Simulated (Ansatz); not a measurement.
Ansatz (a program for electronic structure) input (MP2/def2-TZVPP): A basis named .json is the Basis Set Exchange file of that set (core-valence sets with the plain set on hydrogen).

Ansatz 0.2 input:
```yaml
crystal:
  periodic: [false, false, false]
  atoms:
    - {symbol: B, position_ang: [-0.77657967, 0.03230627, -0.00413419]}
    - {symbol: N, position_ang: [0.60979542, -0.02536793, 0.00324630]}
    - {symbol: H, position_ang: [-1.39837774, -0.98543134, -0.02544751]}
    - {symbol: H, position_ang: [-1.31189213, 1.09818051, 0.01101914]}
    - {symbol: H, position_ang: [1.19719081, 0.79223349, 0.02089926]}
    - {symbol: H, position_ang: [1.12740949, -0.88893853, -0.00852404]}
basis:
  gaussian:
    orbitals: def2-TZVPP
    fitting: {mean_field: def2-universal-jkfit, correlation: cc-pVQZ-RIFIT.json}
magnetization: {spin_polarized: false}
correlation: {method: mp2, electrons: outside_noble_gas}
```

Output:

```
Functional definition: HF
integrals: 0.04 GiB planned
224 factors; integrals over basis functions are off by at most 9.6e-1 eV
484 factors; integrals over basis functions are off by at most 2.8e-1 eV
mean field: 0.17 GiB planned
mean field evaluation 1: about -2216.4483 eV, gradient 3.1e1 eV
mean field evaluation 2: about -2218.0188 eV, gradient 1.6e1 eV
mean field evaluation 4: about -2218.5337 eV, gradient 4.1e-1 eV
mean field evaluation 8: about -2218.5342 eV, gradient 2.8e-6 eV
mean field -2218.53418680 eV, -81.5296275885 hartree, gradient 2.8e-6 eV, S^2 0.000000; 0 other end points of the search recorded, 0 dependent functions left out
2 core orbitals not correlated
reference -2218.53418680 eV, -81.5296275885 hartree; 6, 6 occupied and 110, 110 virtual orbitals, 484 factors
second order -8.89046985 eV of doubles, -0.00000000 eV of singles
Total energy: -2227.42465666 eV, -81.8563463295 hartree
```
